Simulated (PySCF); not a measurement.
SnCl, SMILES [Cl][Sn+] (connectivity only; charge and spin as stated), charge +1, multiplicity 1.

Coordinates come from a B3LYP-D3(BJ)/def2-TZVP optimisation. The spin state was assumed, not searched. The def2 effective core potentials stand for the cores of Sn; spin–orbit coupling is left out.

Calculation: B3LYP-D3(BJ)/def2-TZVP run with PySCF.

Frequencies are harmonic and unscaled.

| mode | ν (cm⁻¹) | IR (km/mol) | Raman (Å⁴/amu) | depolarisation | moving atoms (share of kinetic energy) |
|---|---|---|---|---|---|
| 1 | 415 | 51.1 | 16.3 | 0.32 | Cl 77 %, Sn 23 % |
